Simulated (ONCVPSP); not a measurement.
**An all-electron radial function and its pseudo partner (La)**

Columns: radius, all-electron u(r) and pseudo u(r) of the 5s shell (level -39.21 eV) of lanthanum in the configuration [Kr] 4d10 5s2 5p6 5d1 6s1.75 6p0.25; PBE, scalar-relativistic, ONCV scheme, ONCVPSP 4.0.1.

```json
{"r (bohr)": "0.195", "all-electron": "0.3347", "pseudo": "0.1490"}
{"r (bohr)": "0.390", "all-electron": "-0.2828", "pseudo": "0.3020"}
{"r (bohr)": "0.585", "all-electron": "-0.4658", "pseudo": "0.4573"}
{"r (bohr)": "0.780", "all-electron": "0.0213", "pseudo": "0.6055"}
{"r (bohr)": "0.975", "all-electron": "0.5361", "pseudo": "0.7306"}
{"r (bohr)": "1.170", "all-electron": "0.8439", "pseudo": "0.8158"}
{"r (bohr)": "1.365", "all-electron": "0.9512", "pseudo": "0.8495"}
{"r (bohr)": "1.560", "all-electron": "0.9239", "pseudo": "0.8294"}
{"r (bohr)": "1.755", "all-electron": "0.8244", "pseudo": "0.7634"}
{"r (bohr)": "1.950", "all-electron": "0.6969", "pseudo": "0.6667"}
{"r (bohr)": "2.145", "all-electron": "0.5678", "pseudo": "0.5565"}
{"r (bohr)": "2.340", "all-electron": "0.4508", "pseudo": "0.4480"}
{"r (bohr)": "2.535", "all-electron": "0.3513", "pseudo": "0.3509"}
{"r (bohr)": "2.730", "all-electron": "0.2700", "pseudo": "0.2700"}
{"r (bohr)": "2.925", "all-electron": "0.2053", "pseudo": "0.2053"}
{"r (bohr)": "3.120", "all-electron": "0.1550", "pseudo": "0.1549"}
{"r (bohr)": "3.315", "all-electron": "0.1162", "pseudo": "0.1162"}
{"r (bohr)": "3.510", "all-electron": "0.0868", "pseudo": "0.0868"}
{"r (bohr)": "3.705", "all-electron": "0.0645", "pseudo": "0.0645"}
{"r (bohr)": "3.900", "all-electron": "0.0478", "pseudo": "0.0478"}
{"r (bohr)": "4.095", "all-electron": "0.0354", "pseudo": "0.0354"}
{"r (bohr)": "4.290", "all-electron": "0.0261", "pseudo": "0.0261"}
{"r (bohr)": "4.485", "all-electron": "0.0192", "pseudo": "0.0192"}
{"r (bohr)": "4.680", "all-electron": "0.0141", "pseudo": "0.0141"}
{"r (bohr)": "4.875", "all-electron": "0.0103", "pseudo": "0.0103"}
{"r (bohr)": "5.070", "all-electron": "0.0076", "pseudo": "0.0076"}
```

Problem. How many radial nodes do the two functions have?

Solution. The all-electron 5s function has n − l − 1 = 4 (the table is too coarse to show those close to the nucleus); the pseudo-wave has 0, since the states of the same l below it are removed with the core.

Problem. At about which radius was the pseudo-wave matched?

Solution. 2.80 bohr. The columns agree to 0.0005 from 2.54 bohr on; several derivatives are matched, so the curves merge somewhat inside the radius.

Problem. Is the pseudo-wave norm-conserving?

Solution. Yes: the ONCV scheme keeps the norm inside the radius equal to the all-electron one, which fixes the energy derivative of the logarithmic derivative at the level.
